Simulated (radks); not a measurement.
Trend from Zr to Cd: ionisation energy by Delta-SCF between NIST ground configurations, and size. Calculated with a radial shooting solver on a logarithmic mesh with Libxc functionals: Dirac Kohn-Sham, PBE, spin-unpolarised, spherical densities, finite nucleus; open shells are shared between the two j in proportion to 2j + 1; Fermi nuclear charge, rms radius of each element as measured or else 0.836 A^(1/3) + 0.57 fm.

| species | configuration | IE (eV) | NIST (eV) | kind | -e(HOMO) (eV) | outermost | <r> outermost (bohr) | r at 0.001 e/bohr^3 (bohr) |
|---|---|---|---|---|---|---|---|---|
| Zr | [Kr] 4d2 5s2 | 7.137 | 6.634 | exp. | 3.548 (4d5/2) | 5s1/2 | 3.73 | 5.08 |
| Nb | [Kr] 4d4 5s1 | 6.638 | 6.759 | exp. | 2.980 (4d5/2) | 5s1/2 | 3.73 | 4.83 |
| Mo | [Kr] 4d5 5s1 | 6.891 | 7.092 | exp. | 3.673 (4d5/2) | 5s1/2 | 3.60 | 4.71 |
| Tc | [Kr] 4d5 5s2 | 8.154 | 7.119 | exp. | 5.043 (5s1/2) | 5s1/2 | 3.30 | 4.75 |
| Ru | [Kr] 4d7 5s1 | 7.294 | 7.361 | exp. | 4.240 (5s1/2) | 5s1/2 | 3.39 | 4.50 |
| Rh | [Kr] 4d8 5s1 | 7.462 | 7.459 | exp. | 4.301 (5s1/2) | 5s1/2 | 3.31 | 4.42 |
| Pd | [Kr] 4d10 | 9.120 | 8.337 | exp. | 3.881 (4d5/2) | 4d5/2 | 1.61 | 4.08 |
| Ag | [Kr] 4d10 5s1 | 7.759 | 7.576 | exp. | 4.406 (5s1/2) | 5s1/2 | 3.17 | 4.26 |
| Cd | [Kr] 4d10 5s2 | 9.274 | 8.994 | exp. | 5.660 (5s1/2) | 5s1/2 | 2.90 | 4.38 |

Reference values: NIST Atomic Spectra Database (exp. = measured, semi-emp. = semi-empirical, theory = theoretical value adopted there). Spin polarisation and multiplet splitting are left out, so open shells lie too high by an amount that depends on their filling. Sharing an open shell by 2j + 1 raises it above the true ground level by a part of the spin-orbit splitting, which enters the differences from NIST.

Beside tabulated values, note that spin-unpolarised runs miss the spin-polarisation part of the exchange energy of open shells.
